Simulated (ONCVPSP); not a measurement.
Potentials for Tc (Z = 43) compared

Generated with ld1.x 7.5 (TM, RRKJ, ultrasoft, PAW), atompaw 4.2 or ONCVPSP 4.0.1. The cutoff is in Ry: for ld1.x and atompaw files where the sum of valence levels is converged to 10 mRy in a Bessel basis, for ONCV files where the hardest occupied wave has 1 mHa per electron of residual kinetic energy. The error is the largest all-electron minus pseudo excitation energy over each file’s own four to seven test configurations (ionisations up to +4, promotions, holes and added fractions of an electron), all of which were solved. The labels leave out finer settings (local radius, basis sizes, second energies), which also bear on the numbers. Spin-polarised tests are not counted. The rows are a selection from randomly drawn settings: files with unsolved tests, undetermined cutoffs or missed reference levels are left out.

A true bound ghost makes a file unfit for plane-wave use even where its test errors are small: the radial tests pick states by their node count and pass the ghost by.

```csv
potential,cutoff (Ry),largest error (meV),bound ghosts
"ONCV, PBEsol, scalar-relativistic, rc 1.50/1.45/2.30 (spd), local smoothed, core correction yes, reference 4s2 4p6 4d5.5 5s1.5, qcut 6.9/10.2/6.2, projectors 3/2/2",64,-6.4,none
"ONCV, revPBE, scalar-relativistic, rc 1.90/1.55/1.70 (spd), local smoothed, core correction yes, reference 4s2 4p6 4d5 5s1.75, qcut 8.1/10.7/10.2, projectors 2/3/1",62,-7.4,none
"ONCV, PBE, scalar-relativistic, rc 2.40/2.25/1.55 (spd), local d, core correction yes, reference 4d5 5s2, qcut 2.4/4.2/6, projectors 2/2/0",66,+66,"s, p"
"ONCV, PBEsol, fully relativistic, rc 1.80/1.65/1.85 (spd), local smoothed, core correction yes, reference 4s2 4p6 4d5 5s1, qcut 6.8/9.4/8.5, projectors 2/2/2",60,+2.4,none
"ONCV, LDA (Perdew-Zunger), scalar-relativistic, rc 1.40/1.25/2.30 (spd), local smoothed, core correction no, reference 4s2 4p6 4d5 5s1, qcut 8.7/7.2/8, projectors 2/2/2",54,+12,none
```

(1) Fill in the row for Tc: ONCV, PBE, fully relativistic, rc 1.75/1.45/1.75 (spd), local smoothed, core correction yes, reference 4s2 4p6 4d5 5s1.75, qcut 5.6/9.4/9.5, projectors 2/2/2.

(2) Fill in the row for Tc: ONCV, PBE, fully relativistic, rc 2.00/2.25/1.70 (spd), local smoothed, core correction yes, reference 4s2 4p6 4d5 5s1 5p1, qcut 6.9/6.6/9.5, projectors 2/2/2.

(3) Fill in the row for Tc: ONCV, PBE, fully relativistic, rc 1.60/1.75/2.30 (spd), local smoothed, core correction yes, reference 4s2 4p6 4d5 5s2, qcut 8.3/8.3/6.3, projectors 2/3/1.

Answers

(1) cutoff 59 Ry, largest error -6.5 meV, bound ghosts: none.

(2) cutoff 48 Ry, largest error -2.8 meV, bound ghosts: none.

(3) cutoff 47 Ry, largest error -173 meV, bound ghosts: none.
